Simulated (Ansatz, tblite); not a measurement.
Cost and result up the ladder for the cluster CuAg2 (the lowest doublet isomer of a short search) (3 atoms). Charge 0, multiplicity 2. Geometry: PBE-D4/def2-TZVP.

```xyz
3

Ag    0.396   -0.823   -1.990
Ag   -0.576    0.044    2.112
Cu    0.179    0.779   -0.122
```

Ansatz on 4 threads of Intel Xeon on a shared host; xTB runs through tblite on one thread. Times are rough, summed over both states, and most runs start from the orbitals of an earlier one. PBE0-D4/def2-TZVP serves as the yardstick here, not as an exact answer. The other state is a singlet.

In the def2 sets Ag takes a core potential; there is no spin–orbit coupling. The xTB rows come from tblite. The structure comes from a short search, and lower isomers may exist.

Raw xTB energies of ions are shifted by several eV, and xTB has no spin-polarisation term.

| level | functions | vertical IE (eV) | difference from PBE0-D4/def2-TZVP (eV) |
| --- | --- | --- | --- |
| r2SCAN-D4/def2-TZVP (with forces) | 125 | 6.74 | 0.14 |
| PBE0-D4/def2-TZVP | 125 | 6.60 | 0.00 |
| GFN1-xTB | 27 | 12.22 | 5.62 |
| GFN2-xTB | 27 | 10.38 | 3.78 |
| PBE-D4/def2-TZVP | 125 | 6.84 | 0.23 |

Q: Estimate how long each takes.

A: GFN1-xTB 0.006 s; GFN2-xTB 0.007 s; PBE-D4/def2-TZVP 2.6 s; r2SCAN-D4/def2-TZVP (with forces) 5.2 s; PBE0-D4/def2-TZVP 6.2 s. On shared hardware such times vary by a factor of up to 3.
